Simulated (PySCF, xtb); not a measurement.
Si(CCH)(F)(H)2 (C2H3FSi), SMILES C([SiH2]F)#C.

Geometry optimised at PBE0-D3(BJ)/def2-SVP.

Computed with C-PCM-PBE0/def2-SVP (PySCF).

The values are the electrostatic part of the solvation free energy, E(continuum) − E(gas) at the gas-phase geometry, in a cavity of scaled van der Waals radii (PySCF's table); cavitation and dispersion terms are not included. In vacuum the orbital gap is 7.79 eV. The dipole moment in vacuum is 1.79 D.

Computed values in water (ε = 78.36), dichloromethane (ε = 8.93), acetonitrile (ε = 35.69):
```tsv
solvent	ε	ΔG(elec) (kcal/mol)	dipole (D)	gap (eV)
water	78.36	-3.2	2.14	7.82
dichloromethane	8.93	-2.9	2.10	7.81
acetonitrile	35.69	-3.2	2.14	7.82
```

For comparison, GFN2-xTB/ALPB(water) (xtb, at the GFN2-xTB geometry, all terms of that model) gives -0.3 kcal/mol.
